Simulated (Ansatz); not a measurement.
**Question.** Name a neutral molecule of C, F, Ga and H with HOMO–LUMO gap (PBE0/def2-TZVPP) between 5.85 and 6.15 eV and size of the dipole moment (PBE/def2-TZVPP) between 2.45 and 2.75 D (Ansatz, PBE0-D4/def2-TZVP geometry).

**Answer.** `C[CH](C)[Ga]([F])[CH](C)C` (6.15 eV, 2.54 D). Other molecules can fit too; these were computed, each in one conformer that needn't be the lowest.
